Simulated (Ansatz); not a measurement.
Stretching the Br1–F2 bond in BrF (multiplicity 1 held). Energies count from the point at 1.774 Å.


Unrestricted levels (U-) break spin symmetry where that is lower. Active spaces are followed from rest. Curves can end on different states.

Cores are frozen in the correlated methods. Filled d and f shells under p-block atoms count as core.

The values were computed with Ansatz (a first-principles code) with Gaussian orbitals. 

Q: One of these levels gives 71.00 kcal/mol for the energy at R = 7.097 Å. Which?
(A) U-PBE/cc-pVTZ
(B) U-r2SCAN/cc-pVTZ
(C) CASSCF(14,8)/cc-pVTZ

A: A, U-PBE/cc-pVTZ. The others give 62.39 (U-r2SCAN/cc-pVTZ), 37.82 (CASSCF(14,8)/cc-pVTZ)

Doubts at one or more of the structures used: a spin-contaminated determinant (U-PBE/cc-pVTZ, U-r2SCAN/cc-pVTZ).
